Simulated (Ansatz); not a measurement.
Reaction (isomerisation): `C[SiH](N)[GeH3]` → `C[SiH2][NH][GeH3]`

Computed with Ansatz on PBE0-D4/def2-TZVP structures; ΔE is electronic, products minus reactants. CCSD(T)/CBS adds triple-zeta CCSD(T) − MP2 to the extrapolated MP2 energy (def2 sets, frozen cores). DFT in def2-TZVPP. HSE06 is defined as in plane-wave codes. For Ge outer-core shells are correlated without core-valence functions, which leaves a few kJ/mol of doubt a bond. Scalar relativity is left out up to krypton. One conformer a species, not always the lowest.

`C[SiH](N)[GeH3]`:

```xyz
13

C    -0.340    1.067   -1.431
Si    0.270    0.525    0.248
N    -0.884    0.986    1.448
Ge    0.736   -1.823    0.178
H    -0.511    2.146   -1.446
H     0.388    0.818   -2.207
H    -1.279    0.568   -1.686
H     1.537    1.220    0.608
H    -0.593    1.017    2.413
H    -1.829    0.641    1.381
H     1.260   -2.342    1.532
H    -0.540   -2.630   -0.147
H     1.785   -2.192   -0.891
```

`C[SiH2][NH][GeH3]`:

```xyz
13

C    -1.343   -0.463    1.798
Si   -0.967    0.138    0.071
N     0.710    0.476   -0.133
Ge    1.752    0.095   -1.597
H    -2.411   -0.671    1.908
H    -0.787   -1.375    2.025
H    -1.075    0.293    2.541
H    -1.832    1.326   -0.198
H    -1.299   -0.901   -0.942
H     1.126    1.140    0.504
H     1.200   -1.193   -2.222
H     3.201   -0.097   -1.115
H     1.723    1.232   -2.640
```

| level | ΔE (kJ/mol) | difference from CCSD(T)/CBS |
| --- | --- | --- |
| LDA (SPW92) | 21.5 | 17.6 |
| revPBE-D4 | 17.9 | 14.0 |
| BLYP-D4 | 10.9 | 7.0 |
| r2SCAN-D4 | 12.5 | 8.6 |
| r2SCANh-D4 | 11.4 | 7.5 |
| HSE06-D4 | 15.7 | 11.8 |
| ωB97X-V | 2.9 | -1.0 |
| HSE06 | 15.4 | 11.5 |
| CCSD(T)/def2-TZVPP | -0.6 | -4.5 |
| MP2/CBS(def2) | 0.4 | -3.5 |
| CCSD(T)/CBS | 3.9 | 0 |

Largest T1 diagnostic among the species: 0.011.

Leaving LDA and LC-ωPBE aside and taking each functional with its dispersion term where it has one, the values, not all of them listed here, spread over 20.8 kJ/mol, from BHLYP-D4 to PBE-D4. In def2-TZVPP, CCSD(T) changes the Hartree–Fock value by +14.2 kJ/mol (the triples alone add +1.3 kJ/mol) and MP2 by +10.6 kJ/mol. At CCSD(T), def2-SVP lies −14.0 kJ/mol from the extrapolated value and def2-TZVPP −4.5 kJ/mol.

CCSD(T)/CBS has its own doubt, a few kJ/mol and more with outer-core shells, so smaller differences from it don't rank the levels.
